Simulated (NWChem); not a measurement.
Molecule: C₂H₆SZn; SMILES C[S][Zn][CH3]

```xyz
10

Zn     0.0663    -0.6968     0.0040
C     -0.3610    -2.5894     0.0056
H      0.3727    -3.1588    -0.5867
H     -1.3564    -2.7701    -0.4306
H     -0.3609    -2.9980     1.0283
S      0.5847     1.4296     0.0019
C     -1.0769     2.1953    -0.0004
H     -1.6522     1.9446    -0.9033
H     -0.9243     3.2839     0.0100
H     -1.6628     1.9293     0.8911
```
Atoms are numbered in this order, from 1.

All runs use the structure optimised with PBE0/def2-SVP. No frequency run checked for a minimum.

Q: Give the principal values of the shielding tensors (ppm) of Zn1, C2, S6, C7 from BHandHLYP/pcSseg-1, GIAO (NWChem), with their diamagnetic and paramagnetic parts as GIAO splits them.

A: 
| atom | σ11 | σ22 | σ33 | isotropic | diamagnetic | paramagnetic |
|---|---|---|---|---|---|---|
| Zn1 | 1110.7 | 1197.4 | 2462.6 | 1590.3 | 2521.0 | -930.8 |
| C2 | 199.5 | 200.3 | 200.7 | 200.1 | 249.0 | -48.8 |
| S6 | 643.0 | 653.0 | 843.0 | 713.0 | 1056.6 | -343.6 |
| C7 | 165.6 | 169.6 | 189.1 | 174.8 | 249.9 | -75.1 |
